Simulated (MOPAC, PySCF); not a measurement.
H₂AlCl₂N, SMILES `[NH2][Al]([Cl])[Cl]`, neutral singlet in the gas phase. 

Z-matrix (Å, degrees):
```
Al
N 1 1.7600
H 2 1.0148 1 124.33
H 2 1.0148 3 111.36 1 -179.97
Cl 1 2.0962 2 119.93 3 -179.99
Cl 1 2.0962 2 119.94 3 0.02
```
Charge 0, spin multiplicity 1.

All levels are single points at this geometry (PBE-D3(BJ)/def2-TZVP); Pople sets use spherical d functions. Orbital energies aren't observables, and empty levels follow the basis.

PBE-D3(BJ)/def2-TZVP in PySCF gives gap (eV) = 5.04.

Estimate the gap (eV) from each of these levels: B3LYP/3-21G in PySCF; B3LYP/LANL2DZ in PySCF; PBE/6-31G* in PySCF; SVWN5/6-31G* in PySCF; PM3 in MOPAC.


```csv
level,gap (eV)
B3LYP/3-21G in PySCF,6.49
B3LYP/LANL2DZ in PySCF,6.70
PBE/6-31G* in PySCF,4.88
SVWN5/6-31G* in PySCF,4.82
PM3 in MOPAC,7.93
```
